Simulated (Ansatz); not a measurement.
Total energies of Zn₂SF₂ from Ansatz at PBE-D4/def2-TZVP, gas phase (1 Eh = 27.2114 eV = 2625.5 kJ/mol). The reference geometry is relaxed at PBE0-D4/def2-SVP.

Cartesian coordinates in Å:
```
Zn -1.3273 -0.2365 0.8576
Zn 1.1299 0.4044 -1.0550
S -0.9772 0.8309 -0.9771
F -1.6635 -1.0861 2.3396
F 2.8382 0.0873 -1.1650
```

```json
{"state": "charge 0 singlet", "geometry": "reference", "energy (Eh)": "-4156.03145"}
{"state": "charge 1 doublet", "geometry": "reference", "energy (Eh)": "-4155.66106"}
{"state": "charge 1 doublet", "geometry": "relaxed at PBE0-D4/def2-SVP", "energy (Eh)": "-4155.66123"}
{"state": "free Zn atom (singlet)", "geometry": "–", "energy (Eh)": "-1779.12986"}
{"state": "free S atom (triplet)", "geometry": "–", "energy (Eh)": "-397.93833"}
{"state": "free F atom (doublet)", "geometry": "–", "energy (Eh)": "-99.66912"}
```

Work out the vertical ionisation energy to the doublet.

E(charge 1 doublet) − E(charge 0 singlet) = -4155.66106 − (-4156.03145) = 0.37039 Eh = 10.08 eV. For comparison, −ε of the highest occupied level is 6.96 eV at this level, 3.12 eV less.

How much does the charge 1 doublet relax, and what is the adiabatic ionisation energy?

Relaxation: -4155.66106 − (-4155.66123) = 0.00017 Eh = 0.00 eV. Adiabatic ionisation energy: 0.37022 Eh = 10.07 eV, without zero-point energy. 

What is the binding energy per atom against free atoms?

Atoms: 2 × (-1779.12986) + 1 × (-397.93833) + 2 × (-99.66912) = -4155.53629 Eh. Binding: -4155.53629 − (-4156.03145) = 0.49516 Eh = 13.47 eV, or 2.69 eV for each of 5 atoms (no zero-point energy, no counterpoise term).

The structure comes from a short search, and lower isomers may exist.
